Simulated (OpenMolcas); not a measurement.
Rh I.

* Program: OpenMolcas 26.06
* Method: CASSCF
* Basis: ANO-RCC-VTZP [7s6p4d2f1g]
* Scalar Hamiltonian: DKH2, point nucleus
* Active space: 9 electrons in 6 orbitals (4d 5s)
* State averaging: 2S+1 = 4 even, 20 roots; 2S+1 = 2 even, 52 roots kept (CI in the orbitals of an earlier block)
* Spin-orbit coupling: RASSI with atomic mean-field integrals over the reference wave functions, term energies averaged over their components

Levels without dynamic correlation, in cm⁻¹ above 4d⁸ 5s ⁴F_9/2:

```
               Level      E
       4d⁸ 5s ²P_3/2  18246
       4d⁸ 5s ²F_7/2   7485
4d⁸ 5s ⁴P_3/2 [73 %]  15234
       4d⁸ 5s ²G_9/2  20056
```

On this reference, MS-CASPT2, IPEA 0.25 Eh, imaginary shift 0.1 Eh (closed shells correlated: 4s 4p) puts 4d⁸ 5s ²P_3/2 at 13380 cm⁻¹.

Problem. Estimate the other levels at that method by one scale factor, and say how well it serves.

Solution. The factor is 13380 / 18246 = 0.733. Scaled values beside those that MS-CASPT2 gives and measured ones (NIST Handbook of Basic Atomic Spectroscopic Data):
```csv
Level,Scaled,MS-CASPT2,Miss (%),Measured
4d⁸ 5s ²F_7/2,5487,5450,+0.7,5691
4d⁸ 5s ⁴P_3/2 [73 %],11167,11360,-1.7,
4d⁸ 5s ²G_9/2,14701,16350,-10.1,
```
For these levels the scaled values miss MS-CASPT2 by up to 10.1 %, as correlation changes each term by its own factor, spin-orbit parts do not scale and CASPT2 has its own spread within terms. This holds within one configuration; levels of others move differently, and the target method has errors of its own against measurement.

Term energies are means over components that CASPT2 splits; among the terms shown or strongly mixed into the levels shown the widest spread is 1600 cm-1 (4d⁸ 5s ²G, MS-CASPT2). Terms from blocks run as CI alone lack orbitals of their own. No level of 4d⁹ was computed, though it lies in the active space. Without dynamic correlation excited terms often stand tens of per cent too high (terms of higher spin than the ground term too low), and those without a measured partner can miss by more than the paired ones (holds for CASSCF). Measured partners are found by configuration, term and J. A level has none where our copy of the source lacks it or the pairing is in doubt (some pairs that miss far off the trend of their configuration count as doubtful), and it then counts in no deviation. Only configurations of the active space appear.

A share in square brackets marks a mixed level and gives the weight of the term that names it, the lowest over the columns.
